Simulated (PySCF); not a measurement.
Br²⁺ (bromine, charge +2) across methods

[Ar] 3d10 4s1 4p3 5s1, high-spin 6S determinant (an excited configuration). All numbers are calculated (PySCF 2.14, scalar relativity by spin-free X2C-1e, in aug-cc-pVQZ-DK).

```tsv
method	E (hartree)	mean ε 4s α (eV)	mean ε 4p α (eV)	mean ε 5s α (eV)	Σ⟨r²⟩ (bohr²)	⟨S²⟩
wB97X	-2603.997	-54.492	-38.795	-16.794	36.56	8.751
revPBE	-2603.805	-49.022	-34.701	-14.676	36.25	8.751
LC-wPBE	-2603.648	-55.228	-39.459	-17.087	36.42	8.751
PBE0	-2603.678	-51.981	-36.480	-15.305	36.38	8.751
wB97X-V	-2603.737	-54.559	-38.803	-16.885	36.56	8.751
UHF	-2602.33055	-60.002	-41.110	-16.672	37.27	8.751
PBE	-2603.612	-49.040	-34.713	-14.740	36.23	8.751
LDA	-2600.196	-49.066	-34.749	-14.977	35.97	8.751
r2SCAN	-2603.947	-50.439	-35.484	-14.710	36.57	8.751
```

The outer electron is Rydberg-like, and this basis confines it to a smaller radius and binds it less than a complete one would.
